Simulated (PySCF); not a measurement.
**First hyperpolarisability: `C#Cc1cc(-c2ccncc2)c2ccccn12`, C₁₅H₁₀N₂**

Cartesian coordinates in Å; atom numbers follow the order of the lines, from 1:
```xyz
27

C     3.5928    3.0323   -0.9554
C     2.6879    2.2783   -0.7145
C     1.6408    1.3927   -0.4279
C     0.2747    1.6261   -0.3959
C    -0.3764    0.4260   -0.0780
C    -1.8134    0.2420    0.0210
C    -2.4413   -0.9357   -0.3905
C    -3.8153   -1.0382   -0.2721
N    -4.5868   -0.0754    0.2060
C    -3.9978    1.0488    0.5818
C    -2.6336    1.2609    0.5119
C     0.6254   -0.5404    0.1042
C     0.6242   -1.8858    0.5053
C     1.8056   -2.5620    0.6193
C     3.0258   -1.9042    0.3422
C     3.0252   -0.5932   -0.0119
N     1.8513    0.0785   -0.1183
H     4.3702    3.7016   -1.1714
H    -0.1938    2.5661   -0.6142
H    -1.8691   -1.7428   -0.8211
H    -4.3323   -1.9384   -0.5808
H    -4.6605    1.8162    0.9622
H    -2.2051    2.1934    0.8459
H    -0.3162   -2.3611    0.7330
H     1.8196   -3.5959    0.9254
H     3.9579   -2.4385    0.4234
H     3.9201   -0.0249   -0.2177
```

Level of theory: PySCF 2.14.0, quadratic response CAM-B3LYP/def2-SVPD first hyperpolarisability, Taylor convention, gas phase. Geometry: GFN2-xTB.

Task: Give β for the processes computed.

Result: In au, Taylor convention; the vector part is βᵢ = ⅓ Σⱼ (βᵢⱼⱼ + βⱼᵢⱼ + βⱼⱼᵢ); β∥ is 3/5 of the vector part along the dipole, the dipole points from − to +:
| process | λ (nm) | β vector norm | β∥ | β HRS | depolarisation ratio |
| --- | --- | --- | --- | --- | --- |
| static β(0;0,0) | ∞ | 826.4 | 495.6 | 596.9 | 2.09 |
| second harmonic β(−2ω;ω,ω) | 1550 | 1075.0 | 645.0 | 739.3 | 2.17 |
| Pockels β(−ω;ω,0) | 1550 | 900.0 | 539.9 | – | – |
| Pockels β(−ω;ω,0) | 633 | 1428.2 | 856.9 | – | – |
| Pockels β(−ω;ω,0) | 532 | 1846.9 | 1107.8 | – | – |

Second harmonics within 0.3 eV of the first excitation or beyond it are left out.

Task: Which lowest excitations, dipole and polarisabilities go with it?

Result: S1 3.77 eV (f = 0.116); S2 4.31 eV (f = 0.158); S3 4.58 eV (f = 0.364); dipole 4.12 D; isotropic α 198.8 au static, 200.9 au at 1550 nm, 207.7 au at 775 nm, 212.9 au at 633 nm, 220.4 au at 532 nm.
